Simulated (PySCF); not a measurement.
Worked example: chemical shift, span and skew from a shielding tensor

C₃H₆O₂Si, SMILES C=C1OC([SiH3])O1. Atoms are numbered in the order given.

```xyz
12

C      2.5828     0.5354     0.0000
C      1.3630     0.0126     0.0000
O      0.5243    -0.3429     1.0152
C     -0.4097    -0.7173     0.0000
Si    -2.0005     0.3558     0.0000
O      0.5243    -0.3429    -1.0152
H      3.0771     0.7457    -0.9465
H      3.0771     0.7457     0.9465
H     -0.5889    -1.8093     0.0000
H     -2.7902     0.0274     1.2218
H     -2.7902     0.0274    -1.2218
H     -1.5832     1.7846     0.0000
```
Charge 0, spin multiplicity 1.

The structure is a stationary point at PBE0-D3(BJ)/def2-SVP. The structure was generated by enumeration, and PubChem lists no compound with its InChIKey, so it may never have been made.

GIAO shieldings from PySCF with PBE/pcSseg-1, non-relativistic, no solvent. The symmetric part of the tensor of C4 has the principal values 27.0, 68.9, 99.0 ppm. The same nucleus in TMS has σ = 182.0 ppm at this level (PySCF, at its B3LYP-D3(BJ)/def2-TZVP geometry).

Question: Work out the isotropic shielding, the ¹³C shift against TMS, the span and the skew.

Answer: 
σ(iso) = (σ11 + σ22 + σ33)/3 = 65.0 ppm. δ = σ(ref) − σ(iso) = 182.0 − (65.0) = 117.0 ppm.
Span Ω = σ33 − σ11 = 72.0 ppm. Skew κ = 3(σ(iso) − σ22)/Ω = -0.16. Tumbling in solution averages the tensor to δ; in a static solid the shielding alone would spread this spin-1/2 line over Ω.
